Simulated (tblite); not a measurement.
Compound: C₄H₁₃NO₂Si₂.
Structure used (GFN2-xTB), in Å, numbered top down from 1:
```xyz
22
C4H13NO2Si2 angstrom
C      2.6059    1.4030    0.3370
C      1.9602    0.8620   -0.9277
O      0.9471   -0.0493   -0.5616
C      0.2807   -0.6504   -1.6382
C     -0.8738   -1.4285   -1.0425
O     -1.5733   -2.1552   -1.7115
Si    -1.1341   -1.0711    0.8315
N     -2.3938   -2.0613    1.4834
Si    -1.7647    1.1295    1.1099
H      3.3996    2.0982    0.0784
H      3.0212    0.5850    0.9189
H      1.8630    1.9137    0.9433
H      2.7097    0.3522   -1.5528
H      1.5253    1.6823   -1.5208
H     -0.1211    0.1060   -2.3320
H      0.9469   -1.3113   -2.2128
H      0.0669   -1.5686    1.5068
H     -3.3553   -1.7832    1.3647
H     -2.3286   -3.0620    1.3726
H     -2.9337    1.5056    0.2987
H     -0.7221    2.0970    0.7571
H     -2.1365    1.4259    2.4967
```

Computed values, GFN2-xTB/tblite, gas phase, harmonic and unscaled. This tight-binding method is rough: wavenumbers can miss measured ones by several per cent, in bad cases by 10 to 20. Modes of hydrogen on silicon can be 10 to 20 % off. One conformer, not necessarily the lowest. The optimisation stopped once no atom felt more than 0.01 eV/Å.

Lowest wavenumbers of the output (negative numbers stand for imaginary wavenumbers):
```
mode    cm-1
  1     -61.7
  2      30.5
  3      51.9
  4      67.0
  5      79.5
  6      95.5
  7     116.3
  8     121.3
  9     160.3
 10     166.0
```

Task: Is this structure a minimum?

Result: No. 1 mode is imaginary beyond 20i (62i cm⁻¹), so at this level the point lies at or near a first-order saddle.

Task: Which atoms move in the imaginary mode?

Result: 62i: H22 (Si–H hydrogen) 32 %, H21 (Si–H hydrogen) 31 %, H20 (Si–H hydrogen) 31 %. These are shares of the mass-weighted motion.

Task: What is the remedy?

Result: Step along that mode in both directions, optimise again with tighter thresholds and repeat the frequencies. The zero-point energy of this point (101.7 kcal/mol) counts the 59 real modes alone, and thermal corrections from it aren't those of a minimum.
